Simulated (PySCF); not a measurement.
Geometry:
```json
{"atom": "B1", "x (Å)": "0.559", "y (Å)": "0.103", "z (Å)": "0.258"}
{"atom": "C2", "x (Å)": "1.976", "y (Å)": "0.336", "z (Å)": "0.899"}
{"atom": "H3", "x (Å)": "2.435", "y (Å)": "1.236", "z (Å)": "0.453"}
{"atom": "H4", "x (Å)": "2.682", "y (Å)": "-0.501", "z (Å)": "0.797"}
{"atom": "H5", "x (Å)": "1.858", "y (Å)": "0.563", "z (Å)": "1.973"}
{"atom": "C6", "x (Å)": "-0.576", "y (Å)": "1.194", "z (Å)": "0.303"}
{"atom": "H7", "x (Å)": "-0.261", "y (Å)": "2.118", "z (Å)": "0.810"}
{"atom": "H8", "x (Å)": "-1.470", "y (Å)": "0.809", "z (Å)": "0.824"}
{"atom": "H9", "x (Å)": "-0.913", "y (Å)": "1.461", "z (Å)": "-0.713"}
{"atom": "S10", "x (Å)": "0.309", "y (Å)": "-1.488", "z (Å)": "-0.530"}
{"atom": "C11", "x (Å)": "-1.393", "y (Å)": "-1.460", "z (Å)": "-1.156"}
{"atom": "H12", "x (Å)": "-2.116", "y (Å)": "-1.352", "z (Å)": "-0.335"}
{"atom": "H13", "x (Å)": "-1.574", "y (Å)": "-2.418", "z (Å)": "-1.662"}
{"atom": "H14", "x (Å)": "-1.538", "y (Å)": "-0.645", "z (Å)": "-1.878"}
```

Level of theory: PBE0-D3(BJ)/def2-SVP structure, shielding tensors at B3LYP/pcSseg-1 (GIAO), in PySCF 2.14 (a single conformation, in vacuum, rapidly exchanging positions averaged, no relativistic terms).

Referencing at the same level of theory: 13C (σref 179.24), 1H (σref 31.38) vs TMS; 11B (σref 97.83) vs BF3·OEt2; 33S (σref 485.41) vs CS2.

| atoms | nucleus | count | δ (ppm) |
| --- | --- | --- | --- |
| B1 | 11B | 1 | ? |
| S10 | 33S | 1 | ? |
| H3/H4/H5/H7/H8/H9 | 1H | 6 | 0.81 |
| C2/C6 | 13C | 2 | 10.5 |
| C11 | 13C | 1 | 16.7 |
| H12/H13/H14 | 1H | 3 | 2.00 |

Task: Estimate the values marked ?.

Result: 
- B1: 76.9 ppm, boron bonded to 2 C, S
- S10: 61 ppm, sulfur bonded to C, B

A carbon bonded to boron is broadened by the quadrupolar boron nucleus and is often missing from a measured spectrum. Shifts are as computed. Against solution values, carbons near 30 ppm lie about +2 ppm off and those near 130 ppm about +6 ppm. Of 1309 compounds with measured shifts, 239 miss one by over three times the rms of a fit or turn the order of signals round; such compounds aren't used in these exercises.
